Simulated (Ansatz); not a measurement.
A calculation with Ansatz (development build ahead of 0.2.0).

```yaml
crystal:
  periodic: [false, false, false]
  atoms:
    - { symbol: C, position_ang: [0.0, 0.705, 0.0] }
    - { symbol: C, position_ang: [-1.41, 0.705, 0.0] }
    - { symbol: C, position_ang: [-1.41, -0.705, 0.0] }
    - { symbol: C, position_ang: [0.0, -0.705, 0.0] }
    - { symbol: C, position_ang: [0.99702, 1.70202, 0.0] }
    - { symbol: C, position_ang: [2.40702, 1.70202, 0.0] }
    - { symbol: C, position_ang: [3.40404, 0.705, 0.0] }
    - { symbol: C, position_ang: [3.40404, -0.705, 0.0] }
    - { symbol: C, position_ang: [2.40702, -1.70202, 0.0] }
    - { symbol: C, position_ang: [0.99702, -1.70202, 0.0] }
    - { symbol: H, position_ang: [-2.17721, 1.47221, 0.0] }
    - { symbol: H, position_ang: [-2.17721, -1.47221, 0.0] }
    - { symbol: H, position_ang: [0.58181, 2.70443, 0.0] }
    - { symbol: H, position_ang: [2.82223, 2.70443, 0.0] }
    - { symbol: H, position_ang: [4.40645, 1.12021, 0.0] }
    - { symbol: H, position_ang: [4.40645, -1.12021, 0.0] }
    - { symbol: H, position_ang: [2.82223, -2.70443, 0.0] }
    - { symbol: H, position_ang: [0.58181, -2.70443, 0.0] }
basis:
  gaussian: { orbitals: def2-SVP }
magnetization:
  initial_magnetization: 2
hamiltonian:
  xc: pbe0
```

The input is written out in the form of the current development build from the run's settings.

Results

```
Converged                       : yes
Total energy                    : -384.95993 hartree
Spin squared of the determinant : 2.000
Stability test                  : minimum among restricted orbitals
```

Caution: another spin multiplicity may lie lower.
